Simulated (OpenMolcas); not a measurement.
W V: effect of the basis set

| Quantity | Value |
| --- | --- |
| Program | OpenMolcas 26.06 |
| Method | SS-RASPT2, IPEA 0.25 Eh, imaginary shift 0.1 Eh (closed shells correlated: 5s) |
| Active space | 8 electrons in 8 orbitals (RAS1 5p, at most 2 holes; RAS2 5d) |
| State averaging | 2S+1 = 3 even, 10 roots; 2S+1 = 1 even, 15 roots |
| Spin-orbit coupling | RASSI with atomic mean-field integrals over the reference wave functions, term energies averaged over their components |

A. ANO-R2 [8s6p5d3f2g], X2C, finite nucleus; CASPT2 step of the order of 11 core-seconds
B. ANO-RCC-VTZP [8s7p5d3f2g1h], DKH2, point nucleus; CASPT2 step of the order of 15 core-seconds
C. ANO-RCC-VQZP [9s8p6d4f3g2h], DKH2, point nucleus; CASPT2 step of the order of 40 core-seconds

Energies in cm⁻¹ above 5d² ³F₂, the measured ground level; measured values from the list in J. Phys. B 45, 065001 (2012).

```
         Level      A      B      C  Measured
       5d² ³F₂    0.0    0.0    0.0       0.0
       5d² ³F₃   7360   6910   6810          
       5d² ³F₄  13190  12570  12350     11519
       5d² ³P₀  13480  13570  13480     12839
5d² ¹D₂ [57 %]  14600  14430  14160     13742
       5d² ³P₁  17780  17530  17380     16331
       5d² ¹G₄  24190  23940  23380     22346
5d² ³P₂ [67 %]  24820  24210  23860     22615
       5d² ¹S₀  44830  44860  44180     43110
```

Deviations, from unrounded energies. A percentage is the sum of absolute deviations over the sum of measured energies, with the sign that they share, or ± where signs differ.

```csv
Against measurement,Levels,A,B,C
mean absolute deviation (cm-1),7,1500,1200,900
fine structure of the ground term (%),1,+14.5,+9.1,+7.2
other terms of the ground configuration (%),6,+6.7,+5.8,+4.2
```

C lies closest to measurement on these levels and A furthest from it. The largest miss of C in the table is 5d² ³P₂ [67 %], by +1200 cm-1. The ranking rests on the paired levels alone, and a cruder setting can come out closer through cancelling errors.

Among A to C the level of the table that moves most is 5d² ³P₂ [67 %], by 950 cm-1 (lowest in C, highest in A). Moves below CASPT2's spread within the term are not significant.

Term energies are means over components that CASPT2 splits; among the terms shown or strongly mixed into the levels shown the widest spread is 410 cm-1 (5d² ¹G, C). Active for correlation alone: 5p; no level in the range computed is led by a configuration that opens it, so any true level of that kind is missing. Computed and measured levels are paired by configuration, term and J; levels that our copy of the source lacks, or whose pairing is in doubt (as where it misses far off the trend of its configuration), stay unpaired and out of the deviations. Levels of configurations outside the active space are missing.

A share in square brackets marks a mixed level and gives the weight of the term that names it, the lowest over the columns.
